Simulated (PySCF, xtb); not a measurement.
GaH₆N₃, SMILES [NH2][Ga]([NH2])[NH2].

GFN2-xTB (xtb 6.7.1) at its own geometry gives an orbital gap of 4.08 eV and a dipole moment of 0.79 D.

Geometry optimised at PBE-D3(BJ)/def2-SVP. The structure was generated by enumeration; whether it is a known compound was not checked. The values are those of a single conformer.

What does PBE/def2-TZVP (PySCF) give? (An estimate is asked for; the answer gives what the named calculation found.)

gap 4.58 eV (levels -5.40 and -0.82 eV), dipole 0.81 D.
